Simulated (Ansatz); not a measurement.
C2H7BrSi (`C[SiH2]CBr`) from Hartree–Fock to CCSD(T)

```xyz
11

C     0.6380   -0.5995    1.3182
Si    0.6513    0.3034   -0.3124
C    -1.0947    0.5262   -0.9836
Br   -1.9306   -1.2117   -1.2633
H     0.1911   -1.5891    1.2048
H     1.6551   -0.7233    1.6969
H     0.0632   -0.0470    2.0653
H     1.4480   -0.4296   -1.3304
H     1.2286    1.6696   -0.1507
H    -1.7420    1.0701   -0.2961
H    -1.1080    1.0310   -1.9487
```

Total charge 0; spin multiplicity 1. Correlated methods include outer-core shells of Br, which these sets cover unevenly. Scalar relativity is left out up to krypton. The structure was optimised at the PBE0-D4/def2-TZVP level. It is one conformer, not always the lowest. Frozen core, restricted reference, Ansatz 0.2.0.

```
     basis      HF (Eh)  MP2 corr.
  def2-SVP  -2940.70631   -0.62201
def2-TZVPP  -2941.21529   -0.75945
def2-QZVPP  -2941.27753   -1.10879
```

Q: Estimate the CCSD correlation energy and the (T) correction in each basis where they were run (hartree).

A: 
```json
{"basis": "def2-SVP", "CCSD corr.": "-0.67096", "(T)": "-0.01769"}
{"basis": "def2-TZVPP", "CCSD corr.": "-0.80632", "(T)": "-0.02980"}
```
